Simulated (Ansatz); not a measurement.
# A cut through the energy surface

GeH4 (SMILES [GeH4]), singlet, at its PBE0-D4/def2-TZVP minimum:

Ge1  (0.000, 0.000, 0.000)
H2  (1.148, -0.756, 0.681)
H3  (-1.239, -0.030, 0.904)
H4  (-0.329, -0.669, -1.341)
H5  (0.420, 1.455, -0.244)
(Å)

The angle H3–Ge1–H5 (109.5° at the minimum) is set to the values below, H3, with anything bonded beyond it, turning rigidly in the plane of the angle. Each method's energies count from its own value at the PBE0-D4 minimum structure. Ansatz 0.2.0; basis: def2-TZVPP; cores frozen in the correlated methods. Filled d shells of the heavier atoms are correlated. The def2 sets are not built for correlating such inner shells, so the correlated values are less sure here. B3LYP uses VWN-RPA correlation.

```json
{"angle (°)": "79.5", "CCSD(T) (kcal/mol)": "13.51", "HF (kcal/mol)": "15.78", "PBE-D4 (kcal/mol)": "12.33"}
{"angle (°)": "87.0", "CCSD(T) (kcal/mol)": "7.53", "HF (kcal/mol)": "8.74", "PBE-D4 (kcal/mol)": "6.87"}
{"angle (°)": "94.5", "CCSD(T) (kcal/mol)": "3.31", "HF (kcal/mol)": "3.83", "PBE-D4 (kcal/mol)": "3.02"}
{"angle (°)": "102.0", "CCSD(T) (kcal/mol)": "0.82", "HF (kcal/mol)": "0.94", "PBE-D4 (kcal/mol)": "0.74"}
{"angle (°)": "109.5", "CCSD(T) (kcal/mol)": "0.00", "HF (kcal/mol)": "0.00", "PBE-D4 (kcal/mol)": "0.00"}
{"angle (°)": "117.0", "CCSD(T) (kcal/mol)": "0.82", "HF (kcal/mol)": "0.94", "PBE-D4 (kcal/mol)": "0.75"}
{"angle (°)": "124.5", "CCSD(T) (kcal/mol)": "3.23", "HF (kcal/mol)": "3.72", "PBE-D4 (kcal/mol)": "2.97"}
{"angle (°)": "132.0", "CCSD(T) (kcal/mol)": "7.22", "HF (kcal/mol)": "8.31", "PBE-D4 (kcal/mol)": "6.64"}
{"angle (°)": "139.5", "CCSD(T) (kcal/mol)": "12.78", "HF (kcal/mol)": "14.73", "PBE-D4 (kcal/mol)": "11.78"}
```

Largest difference from the CCSD(T) curve over the scan: r2SCAN-D4 0.45; PBE0-D4 0.41; B3LYP-D4 0.26; wB97M-V 0.22 kcal/mol. Each curve counts from its own value at the minimum.

The T1 diagnostic stays at or below 0.013.

For scale, one of the runs: CCSD(T)/def2-TZVPP, 104 basis functions (an equivalent command: `ansatz run in.yaml --threads 2`). Hardware: 2 CPU threads, shared host. Wall time about 3.1 s.
